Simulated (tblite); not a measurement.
C4H10NOSi (doublet state).
Bonds: O1–N2, N2–C3, C3–C4, C4–Si5, Si5–C6, C6–C7, N2–C7. Hydrogens: H8, H9 on C3; H10, H11 on C4; H12, H13 on Si5; H14, H15 on C6; H16, H17 on C7.

Computed with GFN2-xTB (tblite), gas phase: L-BFGS steps from a force-field or distance-geometry start until the largest atomic force falls under 0.01 eV/Å.

The end geometry, which sets the zero of energy:
```
atom  x, y, z in Å
O1     -2.3144    0.0448   -1.0282
N2     -1.4482    0.1265   -0.0933
C3     -0.9726   -1.0644    0.5589
C4      0.3569   -1.5552   -0.0341
Si5     1.6503   -0.1586    0.0148
C6      0.6428    1.3533   -0.5544
C7     -0.7345    1.3562    0.1259
H8     -1.7480   -1.8256    0.4399
H9     -0.8435   -0.8467    1.6248
H10     0.6782   -2.4409    0.5129
H11     0.1765   -1.8663   -1.0639
H12     2.7787   -0.4295   -0.8761
H13     2.1048    0.0437    1.3981
H14     1.1444    2.2949   -0.3340
H15     0.4898    1.3195   -1.6338
H16    -0.6128    1.4978    1.2054
H17    -1.3553    2.1624   -0.2731
```

Question: These geometries come from the run, each turned onto the end geometry. Order them by energy, lowest first.
A.
```
atom  x, y, z in Å
O1     -2.5320    0.1141   -0.7593
N2     -1.4376    0.1275   -0.0818
C3     -0.9544   -1.0821    0.5343
C4      0.3860   -1.5386   -0.0595
Si5     1.6786   -0.1547    0.0646
C6      0.6670    1.3220   -0.5712
C7     -0.7155    1.3615    0.0980
H8     -1.7271   -1.8367    0.3567
H9     -0.8588   -0.9177    1.6189
H10     0.7074   -2.4516    0.4384
H11     0.1983   -1.7942   -1.1027
H12     2.8353   -0.4175   -0.7850
H13     2.0255    0.0644    1.4719
H14     1.1726    2.2725   -0.4070
H15     0.4972    1.2389   -1.6455
H16    -0.6118    1.5640    1.1763
H17    -1.3377    2.1400   -0.3573
```
B.
```
atom  x, y, z in Å
O1     -2.6967    0.1957   -0.3944
N2     -1.4494    0.1247   -0.1045
C3     -0.9650   -1.1138    0.4698
C4      0.4012   -1.5600   -0.0539
Si5     1.6690   -0.1541    0.0570
C6      0.6872    1.3426   -0.5728
C7     -0.7211    1.3693    0.0246
H8     -1.7415   -1.8569    0.2490
H9     -0.9078   -1.0137    1.5620
H10     0.6995   -2.4300    0.5310
H11     0.2962   -1.8841   -1.0895
H12     2.8374   -0.4173   -0.7806
H13     2.1052    0.0514    1.4415
H14     1.1631    2.2878   -0.3124
H15     0.6118    1.3049   -1.6595
H16    -0.6461    1.6411    1.0876
H17    -1.3498    2.1243   -0.4650
```
C.
```
atom  x, y, z in Å
O1     -2.4834    0.0954   -0.8357
N2     -1.4489    0.1278   -0.0866
C3     -0.9604   -1.0719    0.5387
C4      0.3702   -1.5412   -0.0674
Si5     1.6635   -0.1519    0.0622
C6      0.6527    1.3264   -0.5803
C7     -0.7217    1.3541    0.1048
H8     -1.7326   -1.8352    0.4114
H9     -0.8236   -0.8809    1.6116
H10     0.6778   -2.4575    0.4340
H11     0.2044   -1.7955   -1.1152
H12     2.8401   -0.4148   -0.7619
H13     2.0353    0.0624    1.4652
H14     1.1446    2.2837   -0.4132
H15     0.5024    1.2314   -1.6568
H16    -0.5880    1.5214    1.1820
H17    -1.3394    2.1585   -0.3031
```
D.
```
atom  x, y, z in Å
O1     -2.7810    0.2559   -0.0944
N2     -1.4997    0.1157   -0.1881
C3     -0.9692   -1.1011    0.4032
C4      0.4166   -1.5428   -0.0564
Si5     1.6981   -0.1562    0.0569
C6      0.6982    1.3246   -0.5680
C7     -0.7309    1.3374   -0.0330
H8     -1.6958   -1.9031    0.2267
H9     -0.9694   -0.8866    1.4724
H10     0.7072   -2.3850    0.5743
H11     0.3498   -1.9269   -1.0751
H12     2.8455   -0.4266   -0.8048
H13     2.1274    0.0489    1.4427
H14     1.1674    2.2584   -0.2570
H15     0.6681    1.3393   -1.6577
H16    -0.7406    1.5080    1.0456
H17    -1.2985    2.1521   -0.4976
```
E.
```
atom  x, y, z in Å
O1     -2.7679    0.2699   -0.0047
N2     -1.5198    0.0927   -0.3295
C3     -0.9783   -1.0934    0.3895
C4      0.4042   -1.5490   -0.0467
Si5     1.6732   -0.1559    0.0475
C6      0.6851    1.3347   -0.5603
C7     -0.7466    1.3297   -0.0424
H8     -1.6611   -1.9353    0.2489
H9     -0.9869   -0.8755    1.4791
H10     0.7281   -2.3774    0.5830
H11     0.3502   -1.9178   -1.0719
H12     2.8439   -0.4276   -0.8057
H13     2.1315    0.0469    1.4357
H14     1.1912    2.2490   -0.2509
H15     0.6687    1.3359   -1.6504
H16    -0.7616    1.4990    1.0591
H17    -1.2608    2.1860   -0.4906
```

Answer: C (0.009 eV), A (0.027 eV), B (0.070 eV), D (0.216 eV), E (0.454 eV).

In the order of the answer:

```tsv
step	E above end (eV)	largest force (eV/Å)	rms force component (eV/Å)	rms distance from end (Å)	rms bond change (Å)	bond most changed (Å)
34	0.009	0.07	0.018	0.090	0.001	Si5–H13 -0.003
25	0.027	0.55	0.112	0.111	0.004	O1–N2 +0.010
15	0.070	0.19	0.070	0.216	0.005	N2–C3 +0.010
5	0.216	0.60	0.176	0.296	0.008	O1–N2 +0.015
1	0.454	2.39	0.401	0.319	0.021	N2–C3 +0.050
```

What follows is the cost of the whole relaxation. The run took 0.3 s of wall time on one thread, AMD EPYC 9R45 (x86_64), shared host with 96 logical CPUs at a one-minute load of 30.
